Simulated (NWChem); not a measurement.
Molecule: SiBr2F2; SMILES F[Si](F)(Br)Br

This build's default masses of Se (78.918 u) and Br (79.917 u) are each other's, which moves their modes by up to 0.6 %.

Question: Give the equilibrium geometry at PBE0/def2-SVP (NWChem) as a list of bonds and angles, with the point group.

Answer: point group C2v; any orientation.
Bonds (Å): F1–Si2 1.601, Si2–F3 1.601, Si2–Br4 2.178, Si2–Br5 2.178. Bond angles (°): F1–Si2–F3 107.0, F1–Si2–Br4 109.3, F1–Si2–Br5 109.3, F3–Si2–Br4 109.3, F3–Si2–Br5 109.3, Br4–Si2–Br5 112.5.
